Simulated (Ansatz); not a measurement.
Reaction (redistribution): `[OH][Mg][F]` + `[NH2][SnH]([F])[Cl]` → `[F][Mg][Cl]` + `[NH2][SnH]([OH])[F]`

Gas-phase electronic energies from Ansatz, PBE0-D4/def2-TZVP geometries. CBS: MP2 limit from def2 TZ/QZ plus the TZ coupled-cluster correction, frozen cores. DFT in def2-TZVPP. B3LYP here is the variant with VWN-RPA as its local correlation; programs differ in this. Elements past krypton have def2 core potentials. For Mg, Sn outer-core shells are correlated without core-valence functions, which leaves a few kJ/mol of doubt a bond. Each species was taken in one conformer, which may not be the lowest.

`[OH][Mg][F]`:

```xyz
4

O     0.161    0.805   -0.711
Mg   -0.024   -0.506    0.438
F    -0.157   -1.823    1.585
H     0.020    1.524   -1.311
```

`[NH2][SnH]([F])[Cl]`:

```xyz
7

N    -0.581    0.147    1.192
Sn    0.278    0.226   -0.607
F    -0.491   -1.102   -1.760
Cl    2.467   -0.429   -0.298
H    -0.235   -0.622    1.751
H    -1.592    0.088    1.161
H     0.153    1.693   -1.439
```

`[F][Mg][Cl]`:

Cartesian coordinates in Å:
```
F 1.626 0.947 -0.128
Mg 0.122 0.071 -0.010
Cl -1.748 -1.018 0.137
```

`[NH2][SnH]([OH])[F]`:

Cartesian coordinates in Å:
```
N -0.301 -0.690 1.381
Sn -0.200 0.492 -0.219
O -0.225 -0.717 -1.742
F 1.522 1.346 -0.399
H -0.221 -0.221 2.273
H 0.348 -1.465 1.357
H -1.353 1.733 -0.249
H 0.430 -0.478 -2.403
```

Is it downhill or uphill in electronic energy at CCSD(T)/CBS, and by how much? (Best estimate.)

Ansatz gave: Downhill: ΔE = -0.16 eV.

What do these levels give: LDA (SPW92), r2SCAN-D4, PBE0, B3LYP, BHLYP, CCSD/CBS(def2)? (Estimate.)

The calculation gave: LDA (SPW92) -0.14, r2SCAN-D4 -0.18, PBE0 -0.18, B3LYP -0.16, BHLYP -0.18, CCSD/CBS(def2) -0.16 eV.

Largest T1 diagnostic among the species: 0.014.

In def2-TZVPP, CCSD(T) changes the Hartree–Fock value by +0.05 eV (the triples alone add −0.00 eV) and MP2 by +0.09 eV. At CCSD(T), def2-SVP lies +0.05 eV from the extrapolated value and def2-TZVPP −0.03 eV. Leaving LDA and LC-ωPBE aside and taking each functional with its dispersion term where it has one, the values, not all of them listed here, spread over 0.08 eV, from B97M-V to BLYP-D4.
